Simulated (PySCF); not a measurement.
HIn, triplet, geometry from GFN2-xTB (such geometries of metal compounds can be far from the true shape) (the spin is typed, not shown lowest) (all electrons, no relativity).

PySCF was given this input:
```python
from pyscf import gto, scf, dft

mol = gto.M(
    atom='''
In   -0.00000000   -0.00000000   -0.03944113
H     0.00000000    0.00000000    1.93261555
''',
    basis='3-21g',
    spin=2,
    verbose=4,
)

mf = dft.UKS(mol)
mf.xc = 'wb97x_v'
mf.kernel()
```

**Question.** Estimate the dipole moment that PySCF with WB97X-V/3-21G returns for this input.

**Answer.** 0.86 D

**Question.** Give the number of basis functions at the level WB97X-V/3-21G.

**Answer.** 33

**Question.** Estimate the total energy that WB97X-V/3-21G returns for this input.

**Answer.** -5717.3171 Eh

**Question.** Estimate the <S^2> that WB97X-V/3-21G returns for this input.

**Answer.** 2.014

**Question.** What is the computed HOMO energy (WB97X-V/3-21G)?

**Answer.** -5.60 eV

These values belong to the state on which the SCF converged, which isn't shown to be the lowest.
